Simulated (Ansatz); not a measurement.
```xyz
16

C     0.4676   -1.0151    1.5640
C     0.6740    0.3184    0.8594
N     0.0479    0.4254   -0.4421
C     0.6474   -0.3781   -1.4805
Si   -1.5386    1.0558   -0.6203
H     0.8761   -1.8442    0.9817
H    -0.5955   -1.2096    1.7274
H     0.9668   -1.0168    2.5364
H     0.2891    1.1250    1.4918
H     1.7509    0.5052    0.7427
H     0.5014   -1.4584   -1.3434
H     1.7279   -0.1926   -1.5261
H     0.2260   -0.1113   -2.4527
H    -1.6951    2.1714    0.3508
H    -1.6907    1.5339   -2.0208
H    -2.6550    0.0910   -0.3685
```

The species carries charge 0 and has multiplicity 1.

(1) List the PBE0/def2-TZVPP orbital energies in eV (Ansatz 0.2.0). (Estimate.)

Results:

(1) The calculation gave: Occupied: -1802.39, -391.01, -278.91, -278.74, -277.84, -144.70, -99.37, -99.36, -99.34, -25.32, -21.03, -18.92, -16.94, -14.90, -13.19, -12.88, -12.32, -11.44, -11.14, -10.48, -9.97, -9.53, -9.45, -9.29, -6.35. Lowest empty: 0.65, 1.37, 1.53, 1.91, 2.18, 2.40, 2.53, 3.04.
